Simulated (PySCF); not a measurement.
# Gas-phase XPS of `F[Si@H]1C=CSC1`, computed

Species: C3H5FSSi.
SMILES with atom numbers: `[F:1][Si@H:2]1[CH:3]=[CH:4][S:5][CH2:6]1`

The calculation used PySCF 2.14.0, delta-SCF UKS SCAN, pcX-2 on the ionised atom, pcseg-1 elsewhere, spin-free X2C. These are vertical core ionisation energies against the vacuum level, from separate self-consistent calculations with and without the core hole.

Q: Give the core binding energies atom by atom.

A: 
| atom(s) | environment | level | binding energy (eV) | 2p1/2 (eV) | above the level's lowest (eV) | count |
| --- | --- | --- | --- | --- | --- | --- |
| Si2 | fluorine-bound silicon | Si 2p3/2 | 107.70 | 108.32 | 0.00 | 1 |
| C3 | alkene CH carbon | C 1s | 289.71 | – | 0.00 | 1 |
| C6 | sp3 carbon bound to sulfur | C 1s | 291.02 | – | +1.31 | 1 |
| C4 | alkene CH carbon | C 1s | 291.36 | – | +1.65 | 1 |
| F1 | silicon-bound fluorine | F 1s | 692.07 | – | 0.00 | 1 |
| Si2 | fluorine-bound silicon | Si 1s | 1847.64 | – | 0.00 | 1 |
| S5 | sulfide sulfur | S 1s | 2477.39 | – | 0.00 | 1 |

Lowest listed C 1s: C3, bonded to C (double bond), H and Si. Highest, 1.65 eV above it: C4, bonded to S, C (double bond) and H. Summing the Pauling electronegativity differences to the bonded atoms, each weighted by its formal bond order, gives -1.00 for the lowest site and -0.32 for the highest; no listed site has a larger sum than the highest. The smallest sum, -1.32, belongs to C6, 1.31 eV above the lowest.

Q: What is the longest wavelength that can ionise Si 1s of Si2 vertically?

A: λ = hc/E = 12398.42 eV Å / 1847.64 eV = 6.710 Å.

Not every level is listed. Spin contamination (⟨S²⟩ against 0.75 for a pure doublet) is marked for C 1s of C4 (0.88), which makes this value less certain. 2p3/2 and 2p1/2 are the ΔSCF energy of one spin-free 2p hole plus the eigenvalues of a spin–orbit and ligand-field matrix of the shell. 2p1/2 minus 2p3/2 (ligand field included): Si 0.63 eV. Geometry: GFN2-xTB; no solvent, vibrations or thermal averaging.

Hardware: Arm Neoverse N1, one thread, no GPU, shared host with 64 logical CPUs at a one-minute load of 61. Cost: 2.2 min, 0.45 GiB resident at most.
